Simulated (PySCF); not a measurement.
H2F2GaN, SMILES [NH2][Ga]([F])[F] at its PBE0/def2-SVP optimised geometry (Å):

```
6

Ga     0.1082    -0.4286     0.0000
F     -0.6512    -1.9949     0.0402
F      1.8489    -0.4286     0.0000
N     -0.8406     1.0811     0.0000
H     -0.4188     1.9949    -0.0968
H     -1.8489     1.0917    -0.0746
```

Computed with PBE0/def2-TZVP (PySCF).

Map of the Laplacian of the electron density (e/bohr⁵) on the plane z = 1.0 Å:

```
|                               |
|                               |
|                               |
|                               |
|                               |
|                               |
|                               |
|           ....                |
|         ..:::..               |
|        ..:-=-:.               |
|        .:-+++-:.              |
|       ..:=+*+-:.              |
|        .:-++=-:.              |
|        ..:---:...  ....       |
|         ..::::::...::-:.      |
|          ...:-==:::-++=:.     |
|           ..:+@%=:-=#%*-.     |
|            .:+@@+:-+#%*=.     |
|           ..:-++-::=+*+-.     |
|           .:::::...:--:.      |
|          .-==-:... ....       |
|         .:+##+-..             |
|         .-*@@#=:              |
|         .-*@@#=.              |
|         .:=**=:.              |
|          .:--:.               |
|           ....                |
|                               |
|                               |
|                               |
|                               |
```
Scale: ten equal steps from 0.000 (start of ' ') to 0.187 (end of '@'), in the order ' .:-=+*#%@'; x runs from -4.00 to 4.00, y from -4.00 (bottom) to 4.00 (top).
